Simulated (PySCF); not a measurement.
Structure with atom numbers: `[OH:1][c:2]1[cH:3][cH:4][c:5]([CH2:6][C:7]([F:8])([F:9])[F:10])[cH:11][cH:12]1`; H(Xn) means a hydrogen on atom n.

GIAO PBE0/pcSseg-1 shifts (PySCF 2.14.0 with density-fitted response routines, gas phase, non-relativistic, equivalent atoms averaged), each against references optimised in the same way as the molecule (H2O, TMS, CFCl3).

On the GFN2-xTB geometry: O1 126.5, C2 163.7, C4/C11 138.2, C7 134.9, C5 126.9, C3/C12 119.1, C6 44.8, F8/F9/F10 -84.0, H(C4)/H(C11) 7.54, H(C3)/H(C12) 6.98, H(O1) 4.36, H(C6) 3.19 ppm.

Question: What changes on the PBE0-D3(BJ)/def2-SVP geometry?

Answer: 
| atoms | δ (ppm) | change |
| --- | --- | --- |
| O1 | 125.1 | -1.4 |
| C2 | 162.2 | -1.5 |
| C4/C11 | 138.5 | +0.3 |
| C7 | 130.6 | -4.3 |
| C5 | 125.7 | -1.2 |
| C3/C12 | 118.3 | -0.8 |
| C6 | 42.3 | -2.5 |
| F8/F9/F10 | -82.0 | +2.0 |
| H(C4)/H(C11) | 7.32 | -0.22 |
| H(C3)/H(C12) | 6.79 | -0.19 |
| H(O1) | 3.91 | -0.45 |
| H(C6) | 2.89 | -0.30 |

Unscaled 19F shifts against computed CFCl3 carry errors that often reach 10 to 50 ppm.

Bonds between heavy atoms that differ most (equivalent bonds averaged): C4–C5 1.389 → 1.398 Å, C3–C4 1.381 → 1.390 Å, O1–C2 1.356 → 1.348 Å, C2–C3 1.391 → 1.398 Å, C6–C7 1.519 → 1.512 Å. Mean change of bonds to hydrogen: O–H -0.002 Å, C–H +0.012 Å.
